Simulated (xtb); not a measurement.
C6H14O3, charge +1, doublet, from a rough starting geometry (a state made from the parent by changing its charge; the spin is typed, not shown lowest); GFN2-xTB run with xtb 6.7.1.

The xtb input:
```
$ xtb mol.xyz --gfn 2 --chrg 1 --uhf 1 --opt vtight --json

# file mol.xyz
23

C     -4.38965768     0.21774007    -0.26420075
O     -3.31622042     0.98975283     0.26885539
C     -1.99364843     0.70392836    -0.27183837
C     -1.36949097    -0.55380690     0.39360672
O     -0.12395370    -0.76033334    -0.10904821
C      0.92767217     0.08604973     0.46994412
C      2.28334422    -0.46173897    -0.11139671
O      3.26349218     0.33726740     0.40037486
C      4.55200864    -0.00631324    -0.05440209
H     -5.34241150     0.54982840     0.11337345
H     -4.26311190    -0.86936265    -0.09049375
H     -4.39279600     0.35082323    -1.34732144
H     -2.03502959     0.69256745    -1.31574268
H     -1.46632847     1.66189900     0.04518494
H     -1.98582695    -1.39539550     0.10057901
H     -1.43437042    -0.48328022     1.46476535
H      0.95037489    -0.12168786     1.58684475
H      0.75830905     1.11582957     0.27103001
H      2.16540478    -0.33633349    -1.27660567
H      2.39334159    -1.47505162     0.07569212
H      4.67629087     0.16943753    -1.17541390
H      5.25839253     0.66858917     0.41192841
H      4.86016047    -1.01267616     0.15134018
```

Problem. Predict the main parts of the log of this xtb run.

Solution. 
```
   ID    Z sym.   atoms
    1    6 C      1, 3, 4, 6, 7, 9
    2    8 O      2, 5, 8
    3    1 H      10-23

           -------------------------------------------------
          |                Calculation Setup                |
           -------------------------------------------------

           -------------------------------------------------
          |                 G F N 2 - x T B                 |
           -------------------------------------------------

          ...................................................
          :                      SETUP                      :
          :.................................................:
          :  # basis functions                  50          :
          :  # atomic orbitals                  50          :
          :  # shells                           32          :
          :  # electrons                        55          :
          :  max. iterations                   250          :
          :  Hamiltonian                  GFN2-xTB          :
          :  restarted?                      false          :
          :  GBSA solvation                  false          :
          :  PC potential                    false          :
          :  electronic temp.          300.0000000     K    :
          :  accuracy                    1.0000000          :
          :  -> integral cutoff          0.2500000E+02      :
          :  -> integral neglect         0.1000000E-07      :
          :  -> SCF convergence          0.1000000E-05 Eh   :
          :  -> wf. convergence          0.1000000E-03 e    :
          :  Broyden damping             0.4000000          :
          :  net charge                          1          :
          :  unpaired electrons                  1          :
          ...................................................

 iter      E             dE          RMSdq      gap      omega  full diag
   1    -31.9004363 -0.319004E+02  0.414E+00    9.69       0.0  T
   2    -31.8500793  0.503571E-01  0.277E+00    8.45       1.0  T
   3    -31.8716873 -0.216080E-01  0.213E+00    8.72       1.0  T
   4    -31.8973652 -0.256779E-01  0.146E+00    9.50       1.0  T
   5    -31.9106738 -0.133086E-01  0.104E+00    9.41       1.0  T
   6    -31.8967870  0.138868E-01  0.105E+00    9.53       1.0  T
   7    -31.9260559 -0.292689E-01  0.787E-01    9.58       1.0  T
   8    -31.9521584 -0.261025E-01  0.256E-01    9.62       1.0  T
[...]
 * total energy  :   -31.6837016 Eh     change       -0.8387846E-05 Eh
 * total energy  :   -31.6837080 Eh     change       -0.6390558E-05 Eh
 * total energy  :   -31.6837135 Eh     change       -0.5509763E-05 Eh
 * total energy  :   -31.6837184 Eh     change       -0.4903137E-05 Eh
 * total energy  :   -31.6837196 Eh     change       -0.1229949E-05 Eh
 * total energy  :   -31.6837210 Eh     change       -0.1400447E-05 Eh
 * total energy  :   -31.6837218 Eh     change       -0.7998405E-06 Eh
 * total energy  :   -31.6837228 Eh     change       -0.9524355E-06 Eh
 * total energy  :   -31.6837239 Eh     change       -0.1105654E-05 Eh
 * total energy  :   -31.6837250 Eh     change       -0.1163454E-05 Eh
 * total energy  :   -31.6837256 Eh     change       -0.5202670E-06 Eh
 * total energy  :   -31.6837257 Eh     change       -0.9626142E-07 Eh
   *** GEOMETRY OPTIMIZATION CONVERGED AFTER 84 ITERATIONS ***
         :: total energy             -31.683725659123 Eh    ::
[...]
                            11 H    0.926
     2   8 O    2.217 --     3 C    1.064     1 C    0.999
     3   6 C    3.906 --     2 O    1.064    13 H    0.957    14 H    0.948
                             4 C    0.863
     4   6 C    3.913 --     5 O    1.041    16 H    0.960    15 H    0.946
                             3 C    0.863
     5   8 O    2.322 --     6 C    1.042     4 C    1.041
     6   6 C    3.913 --     5 O    1.042    17 H    0.960    18 H    0.946
                             7 C    0.863
     7   6 C    3.906 --     8 O    1.064    19 H    0.957    20 H    0.948
                             6 C    0.863
     8   8 O    2.217 --     7 C    1.064     9 C    0.999
     9   6 C    3.893 --     8 O    0.999    22 H    0.962    23 H    0.958
                            21 H    0.926
    10   1 H    0.981 --     1 C    0.963
    11   1 H    0.960 --     1 C    0.926
    12   1 H    0.982 --     1 C    0.958
    13   1 H    0.990 --     3 C    0.957
    14   1 H    0.988 --     3 C    0.948
    15   1 H    0.987 --     4 C    0.946
    16   1 H    0.992 --     4 C    0.960
    17   1 H    0.992 --     6 C    0.960
    18   1 H    0.987 --     6 C    0.946
    19   1 H    0.990 --     7 C    0.957
    20   1 H    0.988 --     7 C    0.948
    21   1 H    0.960 --     9 C    0.926
    22   1 H    0.981 --     9 C    0.962
    23   1 H    0.982 --     9 C    0.958
 ---------------------------------------------------------------------------

Topologies differ in total number of bonds
Writing topology from bond orders to xtbtopo.mol

molecular dipole:
                 x           y           z       tot (Debye)
 q only:        0.004      -0.058      -0.345
   full:        0.007      -0.087      -0.495       1.277
molecular quadrupole (traceless):
                xx          xy          yy          xz          yz          zz
 q only:       39.628       1.842     -17.244       0.903      -1.029     -22.384
  q+dip:       35.437       1.079     -14.772       0.937      -1.202     -20.664
   full:       37.181       1.581     -15.248       0.900      -1.355     -21.933

optimized geometry written to: xtbopt.xyz

           -------------------------------------------------
          | TOTAL ENERGY              -31.683725659123 Eh   |
          | GRADIENT NORM               0.000077567376 Eh/α |
          | HOMO-LUMO GAP              10.420382646985 eV   |
           -------------------------------------------------
```
